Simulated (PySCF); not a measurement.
# Correlation energy of Mg (magnesium, neutral)

[Ne] 3s2, closed-shell 1S. Calculation: PySCF 2.14, in Sapporo-DZP-2012 (5s4p1d, 22 functions); the spin-free X2C one-electron Hamiltonian (Gaussian nucleus). Frozen: [Ne]; 2 electrons correlated.

Total MP2 correlation energy: -17.67 mhartree.

Same-spin part 0.00 and opposite-spin part -17.67 mhartree; SCS-MP2 scales them by 1/3 and 6/5 to -21.20 mhartree.

With two correlated electrons CCSD is exact within the correlated space (frozen core and kept virtual orbitals).

| level | correlation energy (mhartree) |
| --- | --- |
| CCSD | -31.37 |

Diagnostics: T1 = 0.011, D1 = 0.0151, largest double amplitude 0.158.

A double-excitation amplitude exceeds 0.15, a sign of near-degeneracy.

Cost of the coupled-cluster step: 0.05 s of wall time on 1 thread of Neoverse-V1 (shared host), for 2 correlated electrons.

Iterations:

```
CC2 = 0
CCSD nocc = 1, nmo = 17
frozen orbitals [0, 1, 2, 3, 4]
max_cycle = 100
direct = 0
conv_tol = 1e-08
conv_tol_normt = 1e-06
diis_space = 8
diis_start_cycle = 0
Init t2, MP2 energy = -199.888866518823  E_corr(MP2) -0.0176663539980458
Init E_corr(CCSD) = -0.0176663539981085
cycle = 1  E_corr(CCSD) = -0.0254362122170196  dE = -0.00776985822  norm(t1,t2) = 0.0704673
cycle = 2  E_corr(CCSD) = -0.0288119646114949  dE = -0.00337575239  norm(t1,t2) = 0.0313507
cycle = 3  E_corr(CCSD) = -0.0313810171632244  dE = -0.00256905255  norm(t1,t2) = 0.0138442
cycle = 4  E_corr(CCSD) = -0.0313429000008462  dE = 3.81171624e-05  norm(t1,t2) = 0.000954703
cycle = 5  E_corr(CCSD) = -0.0313726373914739  dE = -2.97373906e-05  norm(t1,t2) = 0.000131939
cycle = 6  E_corr(CCSD) = -0.0313659997489517  dE = 6.63764252e-06  norm(t1,t2) = 3.44253e-05
cycle = 7  E_corr(CCSD) = -0.0313663102178167  dE = -3.10468865e-07  norm(t1,t2) = 1.87583e-06
cycle = 8  E_corr(CCSD) = -0.0313663261838771  dE = -1.59660604e-08  norm(t1,t2) = 1.4895e-07
cycle = 9  E_corr(CCSD) = -0.0313663308893861  dE = -4.705509e-09  norm(t1,t2) = 6.22385e-08
CCSD converged
E(CCSD) = -199.9025664957143  E_corr = -0.03136633088938614
```
